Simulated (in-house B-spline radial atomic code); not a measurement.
The numbers below are computed, except where a source is named.
**Ghost states of the separable form: Tc**

Tc, [Kr] 4d5 5s2, non-relativistic PBE, spherical and spin-unpolarised, from an all-electron radial atomic-structure program (B-spline basis) (atomic units; all potentials screened as in the neutral atom).

Troullier-Martins channels: 5s (ε = -0.1760, r_c = 2.738 bohr), 4d (ε = -0.2648, r_c = 1.261 bohr). In the Kleinman-Bylander form one channel serves as the local potential, and each other channel l becomes |δV u><u δV|/<u|δV|u>, with δV = V_l − V_local and u the pseudo-orbital. Its strength is E_KB = <u|δV²|u>/<u|δV|u>. By the analysis of Gonze, Stumpf and Scheffler a spurious state lies below the reference level ε if E_KB > 0 and ε is above the second level of the local potential alone, or if E_KB < 0 and ε is above its first. The table's levels are those of angular momentum l in a sphere of 9 bohr, whose wall can lift a shallow ε a little above its free-atom value.

```
local  channel  <u δV u>  <u δV² u>        ε  first local level  second local level
    s        d   -2.7935     15.369  -0.2648             0.0780              0.3189
    d        s    0.1891    0.59673  -0.1750            -5.7198             -0.9286
```

(1) Apply the rule to each row.

Diagonalising the separable Hamiltonian gives:

```json
{"local": "s", "channel": "d", "three lowest levels": "-0.2648, 0.1115, 0.4064", "all-electron, two lowest valence levels": "-0.2648, 0.1092"}
{"local": "d", "channel": "s", "three lowest levels": "-4.2444, -0.1750, 0.1064", "all-electron, two lowest valence levels": "-0.1750, 0.1076"}
```

(2) Which choices of local channel are safe?

Results:

(1) Local s, channel d: E_KB = -5.5, so ε = -0.2648 is set against 0.0780: no ghost. Local d, channel s: E_KB = +3.16, so ε = -0.1750 is set against -0.9286: a ghost.

(2) Free of ghosts: s. With d local the s channel has a ghost 4.07 hartree below ε, since the local potential binds more than one state below ε, and a repulsive term of rank one raises each level at most to the next, so it clears only one of them. Among the safe choices the second level, which tests transfer, is off by at most 2.3 millihartree (s local).
